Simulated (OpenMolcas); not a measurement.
# OpenMolcas run: V4+

V4+ with 6 ligands (fluoride) in octahedral coordination (Oh) at 1.89 Å. A charge of +0.333 e stands 2.8 Å behind each ligand. Ligand basis ANO-RCC-VDZP. With inversion symmetry the input lists one of each pair of outer charges.

Input:

```
&GATEWAY
Coord
7

V 0.0 0.0 0.0
F 1.890000 0.000000 0.000000
F 0.000000 1.890000 0.000000
F -1.890000 0.000000 0.000000
F 0.000000 -1.890000 0.000000
F 0.000000 0.000000 1.890000
F 0.000000 0.000000 -1.890000
Basis=V.ANO-RCC-VTZP,F.ANO-RCC-VDZP
Group=XYZ
NoMove
AngMom=0.0 0.0 0.0
AMFI
RICD
XField
3 Angstrom 0
4.690000 0.000000 0.000000 0.333333
0.000000 4.690000 0.000000 0.333333
0.000000 0.000000 4.690000 0.333333
&SEWARD
&RASSCF
FileOrb=start.orb
Symmetry=1
Spin=2
nActEl=1 0 0
Inactive=18 21
Ras2=5 0
CIRoot=5 5 1
SDav=5
CIMx=300
Iter=150 100
PrWF=0.3
OrbListing=Nothing
MaxOrb=0
LevShft=1.0
>>> COPY $Project.JobIph JOB001
&RASSI
NrOfJobIphs=1 5
1 2 3 4 5
IphNames
JOB001
EJob
SpinOrbit
DIPRint=1.0
SOCoupling=1000.0
Subsets=2
Property=9
'ANGMOM' 1 'ANGMOM' 2 'ANGMOM' 3 'MLTPL  1' 1 'MLTPL  1' 2 'MLTPL  1' 3
'AMFI' 1 'AMFI' 2 'AMFI' 3
SOProperty=3
'ANGMOM' 1 'ANGMOM' 2 'ANGMOM' 3
```

Launched by
```bash
OMP_NUM_THREADS=1 MOLCAS_MEM=2457 MOLCAS_PROJECT=a pymolcas a.inp > a.log  # once for each step of the input, in one work folder
```

A driver script runs the steps one by one and writes start.orb anew before each from the orbitals found so far.

Output, cut to the results:

```
--- SEWARD ---
Basis set label: V.ANO-RCC...6S5P3D2F1G.

      Electronic valence basis set:
      ------------------
      Associated Effective Charge  23.000000 au
      Associated Actual Charge     23.000000 au
      Nuclear Model: Point charge

      Shell  nPrim  nBasis  Cartesian Spherical Contaminant
         s      21       6        X
         p      15       5        X
         d      10       3                 X
         f       6       2                 X
         g       4       1                 X
                  Relativistic Douglas-Kroll-Hess integrals:
                    - DKH order of Hamiltonian: 2
                    - DKH order of Properties : 0
                  Atomic mean-field integrals
--- RASSCF ---
Wave function specifications:
      -----------------------------

      Number of closed shell electrons          78
      Number of electrons in active shells       1
      Max number of holes in RAS1 space          0
      Max nr of electrons in RAS3 space          0
      Number of inactive orbitals               39
      Number of active orbitals                  5
      Number of secondary orbitals              99
      Spin quantum number                      0.5
      State symmetry                             1
Orbital specifications:
      -----------------------

      Symmetry species                           1   2
                                                ag  au
      Frozen orbitals                            0   0
      Inactive orbitals                         18  21
      Active orbitals                            5   0
      RAS1 orbitals                              0   0
      RAS2 orbitals                              5   0
      RAS3 orbitals                              0   0
      Secondary orbitals                        49  50
      Deleted orbitals                           0   0
      Number of basis functions                 72  71
      Number of CSFs                             5
      Number of root(s) required                 5
      Iter CI   SX   CI       RASSCF       Energy    max ROT     max BLB   max BLB  Level Ln srch  Step   QN
          iter iter root      energy       change     param      element    value   shift minimum  type update
 Nr of preliminary CI iterations:   1
      Total energies have been shifted. Add                -1000.00 au
        1   1   12    0  -544.84383868    0.00E+00  -1.41E-01*   4  32 2 -4.75E-01*  1.09   0.00    SX    NO
        2   1   13    0  -545.91777218   -1.07E+00* -9.44E-02   18  21 1  2.21E-01*  0.73   0.00    SX    NO
        3   1   12    0  -546.13628533   -2.19E-01* -4.29E-02   18  21 1  1.08E-01*  0.74   0.00    SX    NO
        4   1   12    0  -546.17839693   -4.21E-02*  2.21E-02   18  21 1  5.89E-02*  0.79   0.00    SX    NO
        5   1   11    0  -546.18931807   -1.09E-02*  2.21E-02   18  21 1  3.23E-02*  0.81   2.11    LS   YES
        6   1   11    0  -546.19355649   -4.24E-03*  7.42E-03    9  32 2  6.54E-03*  0.83   1.11    QN   YES
        7   1   10    0  -546.19411191   -5.55E-04*  3.34E-03    9  22 2 -3.20E-03*  0.82   1.46    LS   YES
        8   1   10    0  -546.19417248   -6.06E-05*  7.32E-04    6  34 2 -5.03E-03*  0.82   1.02    QN   YES
        9   1    9    0  -546.19424296   -7.05E-05* -5.36E-04    6  24 1 -9.66E-04*  0.82   1.30    QN   YES
       10   1    9    0  -546.19425631   -1.34E-05* -3.56E-04    3  45 1 -5.00E-04*  0.82   1.35    QN   YES
       11   1    8    0  -546.19425964   -3.33E-06*  2.21E-04    4  32 2  2.72E-04*  0.82   1.44    QN   YES
       12   1    7    0  -546.19426059   -9.52E-07* -9.38E-05    9  42 2 -1.39E-04*  0.82   1.35    QN   YES
       13   1    7    0  -546.19426081   -2.18E-07* -3.83E-05    6  24 1  7.51E-05   0.82   1.38    QN   YES
       14   1    6    0  -546.19426086   -4.91E-08*  1.92E-05    6  24 1  3.48E-05   0.82   1.30    QN   YES
       15   1    5    0  -546.19426087   -8.55E-09   7.71E-06    6  24 1  1.18E-05   0.82   1.34    QN   YES
      Convergence after 15 iterations
       16   1    5    0  -546.19426087   -1.71E-09   7.71E-06    9  32 2  5.13E-06   0.82   1.34    QN   YES
      Natural orbitals and occupation numbers for root  1
      sym 1:   1.000000   0.000000   0.000000   0.000000  -0.000000
      Natural orbitals and occupation numbers for root  2
      sym 1:   0.000000  -0.000000   0.000000   1.000000   0.000000
      Natural orbitals and occupation numbers for root  3
...
--- RASSI ---
SPIN-FREE ENERGIES:
  (Shifted by EMIN (a.u.) =      -1546.2280768122)

 SF State       Relative EMIN(au)   Rel lowest level(eV)    D:o, cm**(-1)

     1             0.0000000000        0.0000000000              0.0000
     2             0.0000000000        0.0000000000              0.0000
     3             0.0000000006        0.0000000160              0.0001
     4             0.0845398532        2.3004465973          18554.3531
     5             0.0845398532        2.3004465973          18554.3531
     Dipole printing threshold changed to   1.00000000E+00
Eigenvalues of complex Hamiltonian:
   -----------------------------------
  (Shifted by EMIN (a.u.) =      -1546.2280768122)

 SO State       Relative EMIN(au)   Rel lowest level(eV)    D:o, cm**(-1)

     1            -0.0005187571        0.0000000000              0.0000
     2            -0.0005187571        0.0000000000              0.0000
     3            -0.0005187568        0.0000000106              0.0001
     4            -0.0005187568        0.0000000106              0.0001
     5             0.0010079111        0.0415427597            335.0650
     6             0.0010079111        0.0415427597            335.0650
     7             0.0845546548        2.3149654730          18671.4557
     8             0.0845546548        2.3149654730          18671.4557
     9             0.0845546548        2.3149654730          18671.4557
    10             0.0845546548        2.3149654730          18671.4557
Weights of the five most important spin-orbit-free states for each spin-orbit state.

 SO State  Total energy (au)           Spin-free states, spin, and weights
 -------------------------------------------------------------------------------------------------------
    1        -0.000519       1 0.5  0.4999    2 0.5  0.4999    4 0.5  0.0001    5 0.5  0.0000    3 0.5  0.0000
    2        -0.000519       1 0.5  0.4999    2 0.5  0.4999    4 0.5  0.0001    5 0.5  0.0000    3 0.5  0.0000
...
```

Spin-orbit levels above the lowest (labels of O, the rotations of Oh):

```tsv
E (cm-1)	Degeneracy	Label	2S+1	g
0.0	4	Γ8	2	
335.1	2	Γ7	2	1.95 1.95 1.95
18671	4	Γ8	2
```

An orbital triplet at a regular site is open to Jahn-Teller coupling, which can distort the site and quench the lowest spin-orbit gaps and is left out. The least metal-like active orbital is 83 % on the metal (Löwdin) and no ligand orbital is active, so the numbers are rough. Ligand-to-metal charge-transfer states are missing. With metal d orbitals alone and no dynamic correlation the field as a rule comes out too small, by tens of per cent, by up to half for chloride and softer ligands. No measured value stands beside these numbers; the geometry was imposed, not optimised, and the real ion may take another.

The RASSCF and RASSI steps took 8.6 s on 1 thread of Arm Neoverse V2, with other jobs on the host; the integral step is not counted.
